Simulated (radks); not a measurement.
All-electron atom: Be3+ in 1s1. All-electron calculation, scalar-relativistic Kohn-Sham, revPBE, spin-unpolarised, spherical densities, point nucleus; without spin polarisation the odd electron is poorly described. Program: a radial shooting solver on a logarithmic mesh with Libxc functionals.

Radial electron density D(r) = 4 pi r^2 rho(r):

r (bohr),D(r) (e/bohr)
0.01465,0.04825
0.01706,0.06413
0.01986,0.08495
0.02312,0.1121
0.02691,0.1474
0.03133,0.1927
0.03648,0.2505
0.04246,0.3234
0.04943,0.4143
0.05755,0.5259
0.067,0.6603
0.07799,0.8189
0.0908,1.001
0.1057,1.203
0.1231,1.418
0.1433,1.634
0.1668,1.833
0.1942,1.996
0.226,2.097
0.2631,2.115
0.3063,2.033
0.3566,1.851
0.4151,1.580
0.4833,1.254
0.5626,0.9138
0.655,0.6041
0.7625,0.3568
0.8877,0.1849
1.033,0.08219
1.203,0.03050
1.401,0.009170

D(r) has 1 maximum, at r = 0.251 bohr.
